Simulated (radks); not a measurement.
The numbers below are computed, except where a source is named.
Q: Excited configurations of Nd III: one electron is placed in a higher orbital outside [Xe] 4f3. The ground configuration is [Xe] 4f4. Code: a radial shooting solver on a logarithmic mesh with Libxc functionals. Model: Dirac Kohn-Sham, PBEsol, spin-unpolarised, spherical densities, finite nucleus; open shells are shared between the two j in proportion to 2j + 1; Fermi nuclear charge, rms radius 4.9123 fm. Excitation = E - E(ground); binding = E(ion) - E, where the ion is the core of charge +3; n* = 3/sqrt(2 binding) in atomic units, and the quantum defect is n - n*. Eigenvalue and <r> are those of j = l + 1/2.

outer orbital  excitation (eV)  binding (eV)     n*  quantum defect  eigenvalue (eV)  <r> (bohr)
6f                      17.176         5.255  4.827           1.173           -4.329       9.856
7s                      12.875         9.556  3.580           3.420           -8.196       6.611
7d                      16.636         5.795  4.597           2.403           -4.898       9.944
7f                      18.723         3.709  5.746           1.254           -3.140       14.96

Estimate the row for 6d.

A: excitation (eV) 13.101; binding (eV) 9.331; n* 3.623; quantum defect 2.377; eigenvalue (eV) -7.747; <r> (bohr) 5.848. The Delta-SCF ionisation energy is 22.431 eV (NIST Atomic Spectra Database: 22.09 eV, semi-empirical). Self-interaction in the functional shifts the binding energies and quantum defects, so they are the method's values and not measured ones. Spin polarisation and multiplet splitting are left out, so open shells lie too high by an amount that depends on their filling. Sharing an open shell by 2j + 1 raises it above the true ground level by a part of the spin-orbit splitting, which enters the differences from NIST.

Beside tabulated values, note that spin-unpolarised runs miss the spin-polarisation part of the exchange energy of open shells.
